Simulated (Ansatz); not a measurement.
Input for Ansatz (a first-principles code): R-B3LYP/def2-TZVPP on C2H8Si (SMILES CC[SiH3]), a point of a torsion scan.

Ansatz 0.2 input:
```yaml
crystal:
  periodic: [false, false, false]
  atoms:
    - {symbol: C, position_ang: [-1.28550593, 0.58605543, -0.15006564]}
    - {symbol: C, position_ang: [-0.35119635, -0.61566256, 0.02964342]}
    - {symbol: Si, position_ang: [-0.87829108, -2.14302157, -0.97436373]}
    - {symbol: H, position_ang: [-1.97886910, 0.66313967, 0.68439817]}
    - {symbol: H, position_ang: [-0.71849493, 1.51600417, -0.17609045]}
    - {symbol: H, position_ang: [-1.85796486, 0.52220232, -1.07199228]}
    - {symbol: H, position_ang: [0.65504392, -0.33648579, -0.29113630]}
    - {symbol: H, position_ang: [-0.26741877, -0.85895041, 1.08900698]}
    - {symbol: H, position_ang: [-2.23171233, -2.54997874, -0.58971475]}
    - {symbol: H, position_ang: [-0.86497670, -1.80093032, -2.39897128]}
    - {symbol: H, position_ang: [0.06008186, -3.23736647, -0.71776638]}
basis:
  gaussian:
    orbitals: def2-TZVPP
hamiltonian:
  xc: {name: B3LYP}
scf: {lower_state_search: off}
```

The head of its log:

```
WARN ansatz: RAYON_NUM_THREADS=1 ignored (pool sized by the plan → 1); use --threads N
Functional definition: B3LYP
these checks for a lower state are left out or cut short: stability, starts, cluster_reference, orbital_swaps, neighbouring_geometries, increment
integrals: 0.11 GiB planned
1123 factors; their error is unknown
mean field: 1.07 GiB planned
mean field evaluation 1: about -10075.3265 eV, gradient 6.1e1 eV
mean field evaluation 2: about -10066.8620 eV, gradient 8.0e1 eV
```

What total energy does the run end on?

-370.5831 hartree.
